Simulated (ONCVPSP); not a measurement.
**zirconium: one change to an ONCV potential, before and after**

zirconium, optimised norm-conserving Vanderbilt (ONCV), made with ONCVPSP 4.0.1 (LDA (Perdew-Zunger), scalar-relativistic). Core [Ar] 3d10, reference 4s2 4p6 4d2 5s1 (charge +1). Waves: 4s+5s: rc 1.70 bohr, ncon 4, nbas 7, qcut 6.9 1/bohr, 2 projectors; 4p: rc 1.45 bohr, ncon 3, nbas 7, qcut 6 1/bohr, 2 projectors, debl 2.6 Ha; 4d: rc 1.95 bohr, ncon 4, nbas 7, qcut 4.9 1/bohr, 2 projectors, debl 1.9 Ha; f scattering state at 0.02 Ha: rc 1.80 bohr, ncon 3, nbas 7, qcut 6.8 1/bohr, 2 projectors, debl 1.7 Ha. Local part: polynomial inside 1.00 bohr (lpopt 5, dvloc0 -1 Ha). Core correction: Teter function, fcfact 5.75, rcfact 1.25.

All-electron outer shells of the reference configuration (LDA (Perdew-Zunger), scalar-relativistic, ld1.x):

```json
{"shell": "3d", "level (eV)": "-181.72", "outermost node (bohr)": "–", "outermost maximum (bohr)": "0.35"}
{"shell": "4s", "level (eV)": "-61.27", "outermost node (bohr)": "0.55", "outermost maximum (bohr)": "1.08"}
{"shell": "4p", "level (eV)": "-39.25", "outermost node (bohr)": "0.56", "outermost maximum (bohr)": "1.17"}
{"shell": "5s", "level (eV)": "-10.22", "outermost node (bohr)": "1.46", "outermost maximum (bohr)": "2.96"}
{"shell": "4d", "level (eV)": "-10.19", "outermost node (bohr)": "0.58", "outermost maximum (bohr)": "1.59"}
```

Change: d: qcut 3.9.

Cutoffs: the cutoffs (Ha) at which the residual kinetic energy of the hardest occupied pseudo-wave falls to 1 and 0.1 mHa per electron; they do not see the model core or the augmentation charge, which bear on the density cutoff. Errors are all-electron minus pseudo energies relative to the spin-unpolarised reference configuration.

Task: How do hardness, ghosts and transferability respond?

Result: The potential gets harder (18 Ha and 69 Ha → 38 Ha and 69 Ha); of the 4 tests that both files solve, the error grows in 1 and shrinks in 0 by more than 15 % and 0.3 meV (median size 1.4 → 1.4 meV); neither file shows a bound ghost.

```tsv
quantity	base	changed
cutoff, loose	18 Ha	38 Ha
cutoff, tight	69 Ha	69 Ha
loose cutoff by channel	s 18 Ha, p 16 Ha, d 15 Ha	s 18 Ha, p 16 Ha, d 38 Ha
bound ghosts	none	none
GHOST(+) flags under 300 eV	s at 52.6 eV, d at 143.1 eV	s at 52.6 eV
error for 4s2 4p6 4d2 5s2, meV [ΔE -7.35 eV]	+0.6	+0.7
error for 4s2 4p6 4d2 5s0, meV [ΔE 13.24 eV]	-2.2	-2.2
error for 4s2 4p6 4d1 5s0, meV [ΔE 36.06 eV]	+4.5	+7.9
error for 4s2 4p6 4d2.5 5s1.5, meV [ΔE -6.83 eV]	+0.1	+0.2
s: phases at 1.72 bohr within 0.05 rad from the reference energy up to (Ha; the scan ends near 5)	1.6	1.6
p: phases at 1.47 bohr within 0.05 rad from the reference energy up to (Ha; the scan ends near 5)	4.7	4.7
d: phases at 1.97 bohr within 0.05 rad from the reference energy up to (Ha; the scan ends near 5)	to the end of the scan	to the end of the scan
f: phases at 1.83 bohr within 0.05 rad from the reference energy up to (Ha; the scan ends near 5)	4.1	4.1
rms error of d²Exc/dni dnj with the model core, mHa	0.58	0.61
```
